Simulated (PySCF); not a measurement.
Bi(H)2(Me) (CH₅Bi), SMILES [CH3][BiH2]. Heavy atoms are numbered as in [BiH2:1][CH3:4]. Hydrogens are named by the atom that carries them.

Geometry optimised at r2SCAN-D4/def2-TZVP. The def2 effective core potentials stand for the cores of Bi; spin–orbit coupling is left out.

Method: M06-2X/def2-TZVPD run with PySCF.

Mulliken values depend strongly on the basis, most of all with diffuse functions as here. ESP charges are fitted to the potential on shells at 1.4 to 2.0 van der Waals radii. Atomic charges (e), one atom of each kind:

| atom | Mulliken | ESP fit |
|---|---|---|
| Bi1 (BiH2) | 0.32 | 0.21 |
| H on Bi1 | -0.05 | -0.08 |
| C4 (CH3) | -1.06 | -0.41 |
| H on C4 | 0.28 | 0.13 |
